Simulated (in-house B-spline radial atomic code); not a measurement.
## Ionising K+ with different functionals

Computed with a B-spline radial code for spherical atoms: scalar-relativistic (spin-free X2C) Hamiltonian, Fermi nucleus of rms radius 3.4349 fm, spin-polarised at highest spin, spherical fractional occupations for the functionals, the average over the highest-spin determinants for Hartree-Fock. The ionisation energy is the difference of two self-consistent energies, [Ne] 3s2 3p6 → [Ne] 3s2 3p5, without Breit or QED terms; ε is the level of the shell that loses the electron (its least bound occupied spin orbital).

Hybrids are left out here: with spherical fractional occupations of an open shell their exact exchange keeps a self-interaction that integer-occupation calculations don't have.

| method | rung | ΔSCF (eV) | -ε(3p) (eV) |
| --- | --- | --- | --- |
| Hartree-Fock | Hartree-Fock | 30.61 | 31.84 |
| LDA VWN5 | LDA | 31.74 | 24.97 |
| LDA PW92 | LDA | 31.73 | 24.97 |
| LDA exchange-only | LDA | 30.12 | 23.46 |
| PBE | GGA | 31.63 | 24.88 |
| PBEsol | GGA | 31.57 | 24.83 |
| BLYP | GGA | 31.48 | 24.74 |
| RPBE | GGA | 31.60 | 24.86 |
| PW91 | GGA | 31.70 | 24.95 |
| BP86 | GGA | 31.71 | 24.96 |
| AM05 | GGA | 31.56 | 24.80 |
| OLYP | GGA | 31.66 | 24.93 |
| TPSS | meta-GGA | 31.78 | 25.07 |
| SCAN | meta-GGA | 32.11 | 25.48 |
| r2SCAN | meta-GGA | 32.09 | 25.46 |
| revTPSS | meta-GGA | 31.75 | 25.04 |

Q: How do they compare with the NIST value?

A: NIST lists 31.625 eV (measured, ground level to ground level). Errors run from -1.51 to +0.49 eV; PBE is closest (+0.00 eV), but part of that can be cancellation, since the calculations leave out spin-orbit coupling, Breit-QED terms, multiplet and fine-structure energies. Hartree-Fock also lacks correlation.
